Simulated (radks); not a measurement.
Species: Ir III. Configuration: [Xe] 4f14 5d7.

Method: Dirac Kohn-Sham, BLYP, spin-unpolarised, spherical densities, point nucleus; open shells are shared between the two j in proportion to 2j + 1; computed with a radial shooting solver on a logarithmic mesh with Libxc functionals.

Energy parts (hartree):
| part | energy |
|---|---|
| total | -17858.0269 |
| kinetic | 20358.6848 |
| electron-nucleus | -44778.1037 |
| Hartree | 6910.8396 |
| exchange-correlation | -349.4475 |

Orbitals (lengths in bohr, moments of r in powers of bohr; r(90%) holds 90 % of the orbital's charge):
orbital  occ.  eigenvalue (hartree)      <r^2>   <1/r>      <r>  r(90%)  small-component weight
1s1/2       2             -2794.655  0.0004193   92.27  0.01743  0.0318                8.51e-02
2s1/2       2             -489.0401   0.006357   22.58  0.07294   0.114                1.94e-02
2p1/2       2             -468.4541   0.004516   22.53  0.06016   0.100                1.95e-02
2p3/2       4             -408.6149   0.005709   18.59  0.06848   0.111                1.74e-02
3s1/2       2             -114.8594    0.04138   8.287   0.1899   0.279                6.44e-03
3p1/2       2             -105.6471    0.03783   8.199   0.1801   0.271                6.39e-03
3p3/2       4             -92.54543    0.04431   7.175   0.1954   0.292                5.79e-03
3d3/2       4             -77.18051    0.03413   7.072   0.1705   0.265                5.68e-03
3d5/2       6             -74.34958    0.03590   6.835   0.1752   0.271                5.52e-03
4s1/2       2             -25.00172     0.2024   3.497   0.4232   0.608                2.16e-03
4p1/2       2             -21.11715     0.2074   3.386   0.4266   0.620                2.07e-03
4p3/2       4             -18.01685     0.2412   3.030   0.4604   0.669                1.84e-03
4d3/2       4             -11.65459     0.2579   2.822   0.4719   0.706                1.64e-03
4d5/2       6             -11.07929     0.2702   2.739   0.4832   0.722                1.58e-03
4f5/2       6              -2.98750     0.3462   2.333   0.5315   0.863                1.19e-03
4f7/2       8              -2.87284     0.3565   2.300   0.5392   0.876                1.17e-03
5s1/2       2              -4.24019      1.075   1.393   0.9784    1.40                5.20e-04
5p1/2       2              -3.02039      1.281   1.265    1.064    1.55                4.39e-04
5p3/2       4              -2.51964      1.531   1.136    1.163    1.69                3.73e-04
5d3/2     2.8              -0.92267      2.998  0.8181    1.599    2.47                1.99e-04
5d5/2     4.2              -0.87443      3.217  0.7880    1.655    2.56                1.86e-04

The highest occupied level is 5d5/2 at -23.794 eV. For comparison, the ionisation energy in NIST's Atomic Spectra Database is 28 eV (theoretical). In exact Kohn-Sham theory the highest level is minus the ionisation energy, but local and semilocal functionals leave it too shallow, through self-interaction and a potential that decays too fast; potentials with the right tail come closer.

Beside tabulated values, note that spin-unpolarised runs miss the spin-polarisation part of the exchange energy of open shells.
